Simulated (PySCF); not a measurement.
Si(F)4(OH2) (F₄H₂OSi), SMILES O->[Si](F)(F)(F)F (connectivity only; charge and spin as stated), neutral, multiplicity 1.

The structure is a stationary point at PBE0-D3(BJ)/def2-SVP. One conformer was computed; it need not be the lowest.

These are M06-2X/def2-TZVP run with PySCF values and carry that method's errors.

Symmetry labels are those of the subgroup Cs that the program uses (full group Cs).

Computed valence orbital energies around the gap with their symmetry:
```
orbital  symmetry  energy (eV)
-------  --------  -----------
HOMO−7         A'       -15.24
HOMO−6         A"       -15.18
HOMO−5         A'       -15.02
HOMO−4         A"       -14.39
HOMO−3         A'       -14.35
HOMO−2         A"       -13.72
HOMO−1         A'       -13.64
HOMO           A'       -12.89
LUMO           A'         0.47
LUMO+1         A"         2.39
LUMO+2         A'         2.67
LUMO+3         A'         3.42
```
